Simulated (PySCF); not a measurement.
# `N#Cc1coc2ccoc12` in a uniform electric field

C7H3NO2.
SMILES with atom numbers: `[N:1]#[C:2][c:3]1[cH:4][o:5][c:6]2[cH:7][cH:8][o:9][c:10]12` (hydrogens: H11 on C4; H12 on C7; H13 on C8)

Structure used (GFN2-xTB), in Å, numbered top down from 1:
```xyz
13
C7H3NO2 angstrom
N      3.1607    1.9308   -0.9405
C      2.3689    1.1744   -0.6038
C      1.3882    0.2583   -0.1949
C      1.5865   -1.0265    0.2666
O      0.4373   -1.6541    0.5803
C     -0.5483   -0.7721    0.3236
C     -1.9526   -0.6138    0.3643
C     -2.1560    0.6574   -0.0925
O     -1.0055    1.2998   -0.4115
C     -0.0256    0.4236   -0.1559
H      2.5003   -1.5704    0.4029
H     -2.6950   -1.3167    0.6772
H     -3.0634    1.2098   -0.2335
```

Level: wB97X-D/def2-SVPD (PySCF); nuclei fixed, core orbitals frozen in the response. Permanent dipole (-3.398, -2.891, 1.311) D (1 au = 2.5417 D). Static polarisability (au):

```
x   118.86   4.65  -6.54
y     4.65  87.05 -13.77
z    -6.54 -13.77  56.32
```

Only the terms in μ and α are kept: μ(F) = μ + αF and ΔE = −μ·F − ½ F·αF.

(1) Apply 0.01 au along ±x, ±y and ±z in turn. Tabulate induced and total dipoles and both energy terms.

(2) For the field (0.0060, -0.0040, -0.0020) au, what is the induced dipole, and what angle does it make with the field?

(3) Which field along μ doubles the dipole in that direction (linear response)?

(4) What field makes μF equal to kT at 298 K?

(5) A unit point charge sits 14 Å away. Estimate the induction energy −αe²/2R⁴ with the mean polarisability, treating the molecule as a point.

Results:

(1) 
```csv
field along,induced x (D),induced y (D),induced z (D),total size (D),−μ·F (kJ/mol),−½F·αF (kJ/mol)
+x,3.021,0.118,-0.166,3.023,+35.100,-15.603
−x,-3.021,-0.118,0.166,7.242,-35.100,-15.603
+y,0.118,2.213,-0.350,3.484,+29.863,-11.427
−y,-0.118,-2.213,0.350,6.416,-29.863,-11.427
+z,-0.166,-0.350,1.432,5.543,-13.542,-7.393
−z,0.166,0.350,-1.432,4.113,+13.542,-7.393
```

(2) αF = (1.799, -0.744, -0.246) D, at 13.8° to the field. The polarisability along this direction, F·αF/F², is 100.19 au, against a mean of 87.41 au.

(3) The polarisability along the dipole is 113.34 au, so F = 1.8295 au / 113.34 au = 0.0161 au = 0.83 V/Å; higher-order terms are ignored.

(4) kT = 0.9437 × 10⁻³ Eh, so F = 0.000516 au = 2.65 MV/cm.

(5) R = 26.46 bohr, so the energy is −87.4/(2 × 26.46⁴) Eh = -0.234 kJ/mol. The charge–dipole term at its most favourable orientation, −μe/R², is -6.86 kJ/mol.

Geometry: GFN2-xTB; no solvent, vibrations or thermal averaging.

wB97X-D is run here without its empirical dispersion term; that term would change no orbital, density or response property at a fixed geometry.
